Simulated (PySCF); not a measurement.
# Polarisability and C₆ of Tl⁺ (thallium, charge +1)

[Xe] 4f14 5d10 6s2, closed-shell 1S. Computed with PySCF 2.14 in aug-cc-pVQZ-PP with ECP60MDF (7s7p5d3f2g, 92 functions), with a scalar-relativistic core potential. Coupled (time-dependent) response in atomic units; α is the mean over directions.

| method | mean α (bohr³) | C₆ (like pair) | S(−4) |
| --- | --- | --- | --- |
| wB97M-V | 21.72 | 172.1 | 149.6 |

S(−4) is the Cauchy moment in α(ω) = α(0) + S(−4) ω² + …

α(iu) at wB97M-V:

| u (hartree) | α(iu) (bohr³) |
| --- | --- |
| 0 | 21.72 |
| 0.0500 | 21.35 |
| 0.100 | 20.35 |
| 0.200 | 17.34 |
| 0.300 | 14.30 |
| 0.500 | 9.957 |
| 0.750 | 6.970 |
| 1.00 | 5.266 |
| 1.50 | 3.397 |
| 2.00 | 2.389 |
| 3.00 | 1.351 |
| 5.00 | 0.5853 |

A single London oscillator, α(iu) = α/(1 + u²/ω²), gives C₆ = (3/4) ω α². Matching the computed C₆ needs ω = 4 × 172.1 / (3 × 21.72²) = 0.486 hartree.

For an ion, C₆ is the dispersion term alone; charge-induced terms of lower order in 1/R come first.

Energies and moments cover only the electrons outside the core potential. Spin-orbit coupling, which splits the p, d and f shells strongly at this Z, is absent.
